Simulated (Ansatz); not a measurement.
**Molecular dynamics of CH$_{4}$OSSi**

Input:

```yaml
crystal:
  periodic: [false, false, false]
  atoms:
    - { symbol: O, position_ang: [-1.77212, 1.716234, 0.396589] }
    - { symbol: C, position_ang: [-1.557092, 1.209726, -0.607395] }
    - { symbol: S, position_ang: [0.686969, 0.528276, -1.26812] }
    - { symbol: Si, position_ang: [0.939034, -0.757567, 0.419121] }
    - { symbol: H, position_ang: [-1.243335, 0.543554, -1.472313] }
    - { symbol: H, position_ang: [-0.383851, -0.96662, 1.096447] }
    - { symbol: H, position_ang: [1.456127, -2.096107, 0.009877] }
    - { symbol: H, position_ang: [1.87427, -0.177495, 1.425804] }
basis:
  gaussian: { orbitals: def2-SVP }
hamiltonian:
  xc: b3lyp
  dispersion: d4
md:
  timestep: 0.5
  n_steps: 200
  ensemble: nve
  temperature: 300.0
  initial_velocities: maxwell_boltzmann
  seed: 7942
```

Run as:

```bash
$ ansatz run input.yaml --threads 2 --pin off --max-ram 3072MiB --backend cpu --events-out ev --progress --plain --runs-dir out
```

It starts at the highest image of a converged band. Of that band: The profile has 3 maxima (images 3, 5, 7) with wells between them (images 4, 6): this band takes more than one step, which may be the mechanism or a detour left from its start path. Neighbouring images differ by up to 1.9 eV, so the band resolves the path poorly. A vibrational analysis at the climbing image gives one clearly imaginary mode, 1287i cm⁻¹: a first-order saddle point.

Output, in part (step lines, the closing report, with atoms numbered from 0):

```
md step     0: t =     0.00 fs  T =   300.0 K  F+E_penalty+E_count = -21853.21882113 eV  E_kin = 0.232668 eV  conserved = -21852.98615313 eV  (29 SCF iters)
md step     1: t =     0.50 fs  T =   294.8 K  F+E_penalty+E_count = -21853.21472583 eV  E_kin = 0.228601 eV  conserved = -21852.98612448 eV  (32 SCF iters)
md step     2: t =     1.00 fs  T =   280.6 K  F+E_penalty+E_count = -21853.20362088 eV  E_kin = 0.217610 eV  conserved = -21852.98601086 eV  (32 SCF iters)
md step     3: t =     1.50 fs  T =   259.8 K  F+E_penalty+E_count = -21853.18735176 eV  E_kin = 0.201522 eV  conserved = -21852.98582973 eV  (32 SCF iters)
md step     4: t =     2.00 fs  T =   236.2 K  F+E_penalty+E_count = -21853.16880894 eV  E_kin = 0.183191 eV  conserved = -21852.98561835 eV  (34 SCF iters)
md step     5: t =     2.50 fs  T =   213.9 K  F+E_penalty+E_count = -21853.15134253 eV  E_kin = 0.165917 eV  conserved = -21852.98542549 eV  (34 SCF iters)
md step     6: t =     3.00 fs  T =   196.9 K  F+E_penalty+E_count = -21853.13800445 eV  E_kin = 0.152708 eV  conserved = -21852.98529678 eV  (33 SCF iters)
md step     7: t =     3.50 fs  T =   187.7 K  F+E_penalty+E_count = -21853.13084193 eV  E_kin = 0.145582 eV  conserved = -21852.98525952 eV  (32 SCF iters)
[... lines left out ...]
Total energy: -21854.80056797 eV, -803.1491071571 hartree
Atom 0 at    -2.267386     1.649505     0.174223 Å, force    -1.782196     0.839542     1.080462 eV/Å
Atom 1 at    -3.182706     2.081110     0.719482 Å, force     1.815116    -0.856371    -1.083113 eV/Å
Atom 2 at     1.521327     0.146421    -1.571607 Å, force    -0.800695    -1.528208    -0.854984 eV/Å
Atom 3 at     0.871527    -0.707981     0.320031 Å, force    -0.198384     1.695384     0.392014 eV/Å
Atom 4 at     2.219513     1.099754    -1.040784 Å, force     0.934476     1.165521     0.753423 eV/Å
Atom 5 at    -0.589506    -0.959328     0.126466 Å, force     0.157606    -0.148981     0.189584 eV/Å
Atom 6 at     1.544621    -1.923148     0.846480 Å, force     0.129955    -0.020025    -0.105972 eV/Å
Atom 7 at     1.103403     0.525594     1.259852 Å, force    -0.255878    -1.146862    -0.371412 eV/Å
Dipole moment:     0.068093     0.003885     0.211120 e Å
```

The steps, from the saved trajectory:

```csv
time (fs),T (K),potential energy less start (eV),conserved less start (meV/atom)
0.0,300,0.000,0.00
3.0,197,0.081,0.11
6.0,237,0.049,0.05
9.0,351,-0.038,0.15
12.0,944,-0.499,0.00
15.0,828,-0.408,0.23
18.0,1825,-1.190,-0.92
21.0,1391,-0.846,0.12
24.0,1536,-0.957,0.16
27.0,2446,-1.670,-0.77
30.0,2039,-1.346,0.35
33.0,2286,-1.541,-0.17
36.0,1584,-0.995,0.17
39.0,2012,-1.328,0.00
42.0,2099,-1.399,-0.53
45.0,2353,-1.600,-0.95
48.0,1780,-1.147,0.16
51.0,1591,-1.000,0.15
54.0,2382,-1.619,-0.51
57.0,1711,-1.087,0.94
60.0,2459,-1.678,-0.55
63.0,1544,-0.963,0.26
66.0,1915,-1.252,0.04
69.0,2299,-1.557,-0.89
72.0,2096,-1.398,-0.59
75.0,2048,-1.356,-0.04
78.0,1528,-0.950,0.26
81.0,2370,-1.608,-0.31
84.0,1834,-1.185,0.55
87.0,2389,-1.626,-0.73
90.0,1678,-1.068,0.13
93.0,1677,-1.067,0.19
96.0,2366,-1.610,-0.96
99.0,1936,-1.270,-0.15
```

The run went to its last step. The conserved energy stayed within 1.1 meV per atom of its start (net change -0.95 meV per atom), so the integration is sound. The system heated up, since it started high on the potential surface and ran downhill. A run of 0.1 ps of so small a system gives no equilibrium averages. The orbitals stay closed-shell, which can raise the energy where a bond breaks towards radicals; this wasn't checked here.

The step under study would form S3–H5 and break C2–H5. These pairs go: S3–H5 1.94 → 1.30 Å, C2–H5 1.14 → 5.77 Å. In the last frame they stand as after the step (other bonds may differ from the relaxed reactants and products). It ends as CO + H4SSi. Pairs count as bonded within 1.25 times the sum of covalent radii (0.12 Å more for H–H).

Last frame:

```xyz
8
Properties=species:S:1:pos:R:3
O -2.267 1.649 0.174
C -3.183 2.081 0.720
S 1.521 0.146 -1.572
Si 0.872 -0.708 0.320
H 2.220 1.100 -1.041
H -0.590 -0.959 0.127
H 1.545 -1.923 0.847
H 1.103 0.526 1.260
```

Time of the run: 5.2 min on 2 threads of Arm Neoverse V1 (shared host), peak memory 0.16 GiB.
